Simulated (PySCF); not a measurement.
## C₆ coefficients of unlike pairs at B97-3

Calculated with PySCF 2.14 from the dipole response of each species, C₆(A,B) = (3/π) ∫ α_A(iu) α_B(iu) du, in atomic units, from isotropic polarisabilities. For ions this is the dispersion term alone; charge-induced terms of lower order in 1/R come first.

| species | configuration | basis | relativity | α (bohr³) | C₆ (like pair) |
| --- | --- | --- | --- | --- | --- |
| Re | [Xe] 4f14 5d5 6s2 (6S) | aug-cc-pVDZ-PP with ECP60MDF (5s5p4d2f) | core potential | 66.30 | 770.0 |
| Mn | [Ar] 3d5 4s2 (6S) | aug-cc-pwCVTZ (10s9p7d4f3g) | none | 76.65 | 742.1 |
| Ne | [Ne] (1S) | aug-cc-pVTZ with one added diffuse shell each of s, p, d, f type (6s5p4d3f) | none | 2.811 | 6.735 |
| Te | [Kr] 4d10 5s2 5p4 (3P) | dyall-av2z (22s16p12d) | none | 38.18 | 417.5 |

Estimate C₆ for Ne with Re.

The integral gives 59.05. The combination rule 2 C_A C_B / (C_A α_B/α_A + C_B α_A/α_B) gives 54.16 and the geometric mean 72.01.

No spin-orbit coupling is included.

The other pairs:

```
  pair     C₆
Te, Mn  522.4
Te, Ne  46.00
Ne, Mn  51.06
Te, Re  557.1
Mn, Re  744.4
```
